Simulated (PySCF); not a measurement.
TaH₃ + 2 O₂ → TaO₂(OH) + H₂O

Level: PBE0 in the def2-TZVP basis family, computed in PySCF with density fitting; scalar-relativistic core potentials for atoms from Rb on, none lighter, no spin–orbit coupling; open shells unrestricted.

```json
{"species": "TaH₃", "state and structure": "triplet, C2v, Ta–H 1.779 Å (×2), Ta–H 1.799 Å; H–Ta–H 116.6°, H–Ta–H 121.7° (×2)", "E (Eh)": "-58.65244", "ZPE (kJ/mol)": "41.9", "H(298 K) − H(0) (kJ/mol)": "12.4", "S° (J/(mol K))": "266.0"}
{"species": "O₂", "state and structure": "triplet, D∞h, O–O 1.193 Å", "E (Eh)": "-150.23561", "ZPE (kJ/mol)": "10.3", "H(298 K) − H(0) (kJ/mol)": "8.7", "S° (J/(mol K))": "204.9"}
{"species": "TaO₂(OH)", "state and structure": "singlet, C1, O–H 0.958 Å, Ta–O 1.735 Å (×2), Ta–O 1.916 Å; H–O–Ta 129.3°, O–Ta–O 107.4°, O–Ta–O 109.2°, O–Ta–O 109.6°", "E (Eh)": "-283.26231", "ZPE (kJ/mol)": "49.0", "H(298 K) − H(0) (kJ/mol)": "15.9", "S° (J/(mol K))": "315.9"}
{"species": "H₂O", "state and structure": "singlet, C2v, O–H 0.960 Å (×2); H–O–H 105.1°", "E (Eh)": "-76.37736", "ZPE (kJ/mol)": "56.5", "H(298 K) − H(0) (kJ/mol)": "9.9", "S° (J/(mol K))": "188.7"}
```

Question: What is the electronic reaction energy?

Answer: At PBE0/def2-TZVP, ΔE = -1354.8 kJ/mol from the differences of the total energies times 2625.5, downhill. 

Question: Add zero-point, thermal and entropy terms for 298.15 K and 1 bar.

Answer: ΔZPE = 43.0 and Δ[H(298) − H(0)] = -4.0 kJ/mol give ΔH° = -1315.8 kJ/mol. ΔS° = -171.2 J/(mol K), so ΔG° = -1315.8 − 298.15 × (-0.1712) = -1265 kJ/mol.

Spin–orbit coupling can matter for TaH₃, TaO₂(OH) and is left out. Open d or f shells are single determinants, so the state found may not be the ground state. Each species is the lowest minimum found with this bonding; other isomers or fragments can lie lower.
